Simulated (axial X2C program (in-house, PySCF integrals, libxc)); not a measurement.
**Photoelectron levels of SrS by EOM-IP-CCSD**

Computed with an in-house all-electron X2C program for linear molecules (integrals from PySCF): two-component X2C with atomic mean-field Coulomb and Gaunt terms, Gaussian nuclei, basis Sr dyall-cv3z, S dyall-av3z with contracted cores.

R = 2.785 Å (1.150 times 2.422 Å, the PBE0 minimum at charge 0 for the lowest determinant).

Vertical ionisation energies of SrS to the states of SrS⁺:

```csv
Ω of SrS⁺,vertical IE (eV),above lowest (cm⁻¹),ionised spinor,one-hole weight
3/2,5.948,0,"86% S pπ, 8% Sr dπ",0.91
1/2,5.989,335,"86% S pπ, 7% Sr dπ",0.91
1/2,6.594,5211,"74% S pσ, 16% Sr sσ, 6% Sr dσ",0.91
```

Problem. Take the first Ω = 1/2 and Ω = 3/2 rows of π character: how far apart are they, and which lies lower?

Solution. E(3/2) − E(1/2) = 0 − 335 = -335 cm⁻¹ at EOM-IP-CCSD: inverted, Ω = 3/2 lower. Splittings at this level can be off by ten to twenty per cent.

This point took 28 s on 1 thread of Intel(R) Xeon(R) Platinum 8488C (Sapphire Rapids), with other jobs on the host.

Reference electrons by ω block (each with its −ω partner): 1/2: 19, 3/2: 7, 5/2: 1. 16 electrons of SrS correlated (inner shells frozen), 88 natural virtual spinors (a truncated set); levels can be off by some tenths of an eV. Roots sought by Ω: (1/2: 4, 3/2: 3, 5/2: 1); the list ends where they run out and leaves out roots under 60 % one-particle weight. The solver can skip a root, and states that need a further excitation, which the method places far too high, are missing though they may lie low or lowest. T1 of the reference 0.028 (Lee–Taylor). Number of frozen shells: Sr 3 s, 2 p, 1 d; S 2 s, 1 p. Large amplitudes in the reference (orbital relaxation or multireference character) lower the reliability.
